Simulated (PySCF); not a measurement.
Input file for PySCF: R-HF/STO-3G on TeC, 2S+1 = 1, a point of a bond scan (R = 1.995 Å).

```python
from pyscf import gto, scf, dft, mp
from pyscf.data.elements import chemcore

mol = gto.M(
    atom='''
    C     0.00000000    0.00000000    0.00000000
    Te    0.00000000    0.00000000    1.99534800
    ''',
    basis='sto-3g',
    charge=0, spin=0, verbose=3, max_memory=1800)
mf = scf.RHF(mol)
mf.conv_tol = 1e-8
mf.max_cycle = 100
mf.kernel()
if not mf.converged:
    mf = mf.newton().run(mf.mo_coeff, mf.mo_occ)
```

It printed:

```
converged SCF energy = -6584.36686796044
```

The calculation finished and met its thresholds.

Cost: about 0.21 core-seconds (a rough figure).
